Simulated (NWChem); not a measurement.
Species: CH4ClInO; SMILES [CH3][In]([OH])[Cl]

```xyz
8

In     0.0241     0.2779     0.0003
Cl    -0.2269    -2.0746    -0.0001
C     -1.6227     1.6335    -0.0004
H     -2.2078     1.4856    -0.9183
H     -1.2491     2.6647     0.0434
H     -2.2599     1.4268     0.8700
O      1.9499     0.7826    -0.0004
H      2.5281     0.0107    -0.0017
```
Atoms are numbered in this order, from 1.

Program: NWChem. All runs use the structure optimised with PBE0/def2-SVP. def2 effective core potentials on In; no spin-orbit coupling.

Predict the results for Hartree-Fock/def2-SVP (core potentials). Quantities: highest occupied level (eV); orbital gap (eV); dipole (D).

highest occupied level (eV): -11.33
orbital gap (eV): 12.93
dipole (D): 2.29
